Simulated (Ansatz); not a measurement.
Gas-phase reaction (SMILES): OB(F)F [difluoroborinic acid] + H+ → [OH2+]B(F)F; protonation at O, whose ΔH is minus the proton affinity.

Structures are relaxed separately at B3LYP-D3(BJ)/def2-TZVP in Ansatz (an electronic-structure program), one conformer each, not searched for the lowest. Cores are frozen in the correlated levels unless marked. No spin-orbit coupling. No relativistic terms. CBS(X,Y): correlation extrapolated as X^-3; Hartree-Fock from the larger set. Thermal terms are rigid-rotor harmonic-oscillator values from B3LYP-D3(BJ) frequencies (Ansatz) at 298.15 K and 1 atm. 1 Eh = 627.5095 kcal/mol. The proton has no electrons: its energy is zero and its thermal terms are those of translation.

```json
[
 {"species": "OB(F)F", "E, CCSD(T)/CBS(cc-pVTZ,cc-pVQZ) (Ansatz) (Eh)": "-300.32806", "E, PBE0-D4/def2-TZVPD (Ansatz + dftd4) (Eh)": "-300.37491", "H - E (Eh)": "0.02926", "G - E (Eh)": "-0.00168"},
 {"species": "H+", "E, CCSD(T)/CBS(cc-pVTZ,cc-pVQZ) (Ansatz) (Eh)": "0.00000", "E, PBE0-D4/def2-TZVPD (Ansatz + dftd4) (Eh)": "0.00000", "H - E (Eh)": "0.00236", "G - E (Eh)": "-0.01000"},
 {"species": "[OH2+]B(F)F", "E, CCSD(T)/CBS(cc-pVTZ,cc-pVQZ) (Ansatz) (Eh)": "-300.58447", "E, PBE0-D4/def2-TZVPD (Ansatz + dftd4) (Eh)": "-300.63202", "H - E (Eh)": "0.04120", "G - E (Eh)": "0.00980"}
]
```

Task: Work out ΔE and ΔH, ΔG, ΔS and the equilibrium constant at 298.15 K at the first level, then ΔH at the second.

Result: 
1. ΔE = [(-300.58447)] - [(-300.32806) + (0.00000)] = -0.25641 Eh = -160.9 kcal/mol at CCSD(T)/CBS(cc-pVTZ,cc-pVQZ).
2. The terms H - E add up to 0.00958 Eh, so ΔH = (-0.25641 + (0.00958))×627.5095 = -154.9 kcal/mol.
3. The terms G - E add up to 0.02148 Eh, so ΔG = -147.4 kcal/mol, and ΔS = (0.00958 - (0.02148))×627509.5/298.15 = -25.0 cal/(mol K).
4. log10 K = -ΔG/(RT ln 10) = 108.0, with RT ln 10 = 1.3642 kcal/mol.
5. At PBE0-D4/def2-TZVPD the same steps give ΔE = -161.3 and ΔH = -155.3 kcal/mol, a shift of -0.4 from the first level.
6. These values are not checked against measurement here, since the tables used lack a sound gas-phase enthalpy of formation for at least one species, or one in the same ion convention.
